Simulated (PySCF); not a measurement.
Compound: C4H5ClNSi (doublet state).
Geometry (GFN2-xTB, Å), atoms numbered from 1 in this order:
```xyz
12
C4H5ClNSi angstrom
C      0.9688    0.4734   -1.2206
C      0.7685    0.0372    0.2047
C      1.6642    0.2053    1.1276
Cl     1.8118   -0.1262    2.7466
Si    -0.9218   -0.8321    0.5422
C     -2.2051    0.4116    0.0101
N     -2.9725    1.1913   -0.3325
H      1.8910    1.0389   -1.3232
H      1.0175   -0.3963   -1.8749
H      0.1348    1.0940   -1.5447
H     -1.0934   -1.0972    1.9666
H     -1.0624   -2.0007   -0.3279
```

The hyperfine couplings belong to this conformer and change with its torsions.

The species is `C/C(=[C]/Cl)[SiH2]C#N` [radical].

Method used: UKS B3LYP, pcH-1 on C Cl H N Si, non-relativistic, mean-field spin-orbit, GIAO in PySCF. Isolated species at its GFN2-xTB geometry (one conformer only). The geometry wasn't refined by DFT: couplings that depend on bond lengths, twists or pyramidal angles can differ widely from those at the functional's own minimum. The SCF solution wasn't tested for stability.

Task: What are g_iso and the isotropic 29Si coupling of Si5?

Result: g_iso = 2.00378 and a = -94.35 MHz, or -3.364 mT (Mulliken spin population +0.11). 29Si makes up about 4.7 % of the natural element, so this concerns labelled samples or satellites.

Task: For one electron spin and this one nucleus (I = 1/2, g_N = -1.1106), compare first-order, second-order and exact resonance fields at 9.796 GHz.

Result: B0 = hν/(g μB) = 349.290 mT and a/B0 = -0.0096. B(1) = B0 − a·mI, B(2) = B(1) − a²[I(I+1) − mI²]/(2B0); the exact values solve the Breit–Rabi equation, nuclear Zeeman term included.

| mI | first order (mT) | second order (mT) | exact (mT) | exact − first order |
| --- | --- | --- | --- | --- |
| −1/2 | 347.608 | 347.600 | 347.600 | -0.008 |
| +1/2 | 350.972 | 350.964 | 350.964 | -0.008 |

Task: Someone takes the midpoint and the distance of the outer exact lines at face value. What g and a result?

Result: Their midpoint, 349.282 mT, gives an apparent g of 2.00383 (true 2.00378), and their distance over 2I an apparent |a| of 3.364 mT (true 3.364).

Task: What levels remain at zero field?

Result: F = I ± 1/2 = 1 and 0, at a·I/2 = -23.6 MHz and −a(I+1)/2 = +70.8 MHz, that is |a|(I + 1/2) = 94.3 MHz apart; F = 1 lies lower.

Other couplings of abundant isotopes, left aside here: 1 × 35Cl 40 MHz, 3 × 1H 7 MHz.

Means are taken over nuclei equivalent by connectivity, which assumes that they swap fast. The three 1H nuclei of mean -6.8 MHz run from -9.9 to -2.3 MHz in the frozen geometry.

The run took 1.7 min wall (with the writing of density and orbital grids) on Arm Neoverse N1, one thread, shared host, and the process peaked at 0.89 GiB of memory.
